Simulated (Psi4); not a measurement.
Two rigid molecules brought together: C2H3N ··· CS2 (SMILES CC#N and S=C=S). Monomers: optimised at B3LYP-D3(BJ) (def2-TZVP), held rigid. Orientation: lowest of the rigid-body minima from ten starts at GFN2-xTB. R is the distance of the centres of mass, along which the second monomer moves.

- PBE/def2-TZVP, counterpoise-corrected (Psi4)
- PBE-D3(BJ)/def2-TZVP, counterpoise-corrected (Psi4)
- B3LYP-D3(BJ)/def2-TZVP, counterpoise-corrected (Psi4)
- SAPT0/jun-cc-pVDZ, frozen core (Psi4)

Interaction energies in kcal/mol; the last columns give the difference from SAPT0:

| R / Å | PBE/def2-TZVP | PBE-D3(BJ)/def2-TZVP | B3LYP-D3(BJ)/def2-TZVP | SAPT0/jun-cc-pVDZ | PBE/def2-TZVP − SAPT0/jun-cc-pVDZ | PBE-D3(BJ)/def2-TZVP − SAPT0/jun-cc-pVDZ | B3LYP-D3(BJ)/def2-TZVP − SAPT0/jun-cc-pVDZ |
|---|---|---|---|---|---|---|---|
| 3.02 | 10.17 | 7.40 | 7.89 | 8.07 | 2.10 | -0.66 | -0.18 |
| 3.28 | 3.73 | 1.35 | 1.23 | 1.58 | 2.14 | -0.24 | -0.36 |
| 3.47 | 1.53 | -0.55 | -0.78 | -0.36 | 1.90 | -0.19 | -0.42 |
| 3.65 | 0.47 | -1.34 | -1.54 | -1.12 | 1.59 | -0.22 | -0.42 |
| 3.86 | -0.10 | -1.61 | -1.71 | -1.34 | 1.24 | -0.26 | -0.37 |
| 4.08 | -0.31 | -1.53 | -1.52 | -1.25 | 0.94 | -0.28 | -0.27 |
| 4.34 | -0.32 | -1.26 | -1.16 | -1.01 | 0.68 | -0.25 | -0.16 |
| 4.63 | -0.24 | -0.93 | -0.79 | -0.74 | 0.49 | -0.19 | -0.06 |
| 5.12 | -0.10 | -0.50 | -0.39 | -0.41 | 0.31 | -0.09 | 0.02 |
| 5.88 | 0.02 | -0.17 | -0.14 | -0.16 | 0.18 | -0.01 | 0.02 |
| 6.85 | 0.04 | -0.03 | -0.04 | -0.04 | 0.08 | 0.01 | 0.00 |
| 8.12 | 0.03 | 0.00 | 0.00 | 0.00 | 0.03 | 0.01 | 0.00 |

PBE/def2-TZVP is furthest from SAPT0/jun-cc-pVDZ at 3.28 (2.14 kcal/mol, above); its mean absolute difference over the points is 0.97 kcal/mol.

PBE-D3(BJ)/def2-TZVP is furthest from SAPT0/jun-cc-pVDZ at 3.02 (-0.66 kcal/mol, below); its mean absolute difference over the points is 0.20 kcal/mol.

B3LYP-D3(BJ)/def2-TZVP is furthest from SAPT0/jun-cc-pVDZ at 3.65 (-0.42 kcal/mol, below); its mean absolute difference over the points is 0.19 kcal/mol.
